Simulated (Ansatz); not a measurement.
Reaction (atomization): `NC(O)O[SiH3]` → C• + 7 H• + N• + 2 O• + Si•

Isolated molecules relaxed with PBE0-D4/def2-TZVP in Ansatz; ΔE leaves out vibrations. CCSD(T)/CBS is the MP2 limit (def2-TZVPP, def2-QZVPP) plus CCSD(T) − MP2 in def2-TZVPP, frozen cores. This one scheme is used for every species, atoms too. Functionals use def2-TZVPP. No spin–orbit coupling; open shells (•) take unrestricted orbitals. Spin–orbit coupling would lower the free atoms: a little for C, O, Si. Each species was taken in one conformer, which may not be the lowest.

`NC(O)O[SiH3]`:

Z-matrix (Å, degrees):
```
C
O 1 1.400
O 1 1.396 2 106.4
N 1 1.422 2 109.9 3 -122.7
H 1 1.101 2 110.7 3 117.9
H 2 0.962 1 107.3 3 169.1
Si 3 1.657 1 123.0 2 40.8
H 4 1.014 1 109.5 2 68.9
H 4 1.012 1 110.9 2 -171.4
H 7 1.483 3 104.7 1 164.3
H 7 1.483 3 112.8 1 -76.9
H 7 1.488 3 110.4 1 46.0
```

CCSD(T)/CBS gives +1030.0 kcal/mol.

(1) Another level gave +1014.6 kcal/mol. Which?
A. SCS-MP2/def2-TZVPP
B. ωB97X-V/def2-TZVPP
C. CCSD(T)/def2-TZVPP
D. CCSD/def2-TZVPP

Largest T1 diagnostic among the species: 0.012.

Answers

(1) A. SCS-MP2/def2-TZVPP 1014.6, ωB97X-V 1032.8, CCSD(T)/def2-TZVPP 998.8, CCSD/def2-TZVPP 983.2 kcal/mol.

The D4 term adds +8.3 kcal/mol with B3LYP and +4.4 kcal/mol with PBE0; it sums over pairs of atoms, weighted by their polarisabilities, and B3LYP, whose exchange is more repulsive, gets the larger term. From PBE to PBE0 (25 % exact exchange), in def2-TZVPP and without D4, ΔE moves by −22.5 kcal/mol: exact exchange takes away binding that semilocal exchange gives to molecules.

B3LYP here is the variant with VWN-RPA as its local correlation; programs differ in this.

For atomizations the MP2-based limit and the directly extrapolated one differ by several kJ/mol either way, and by 10 to 25 for some Ge, Se and Sn compounds, so smaller differences from it don't rank the levels.
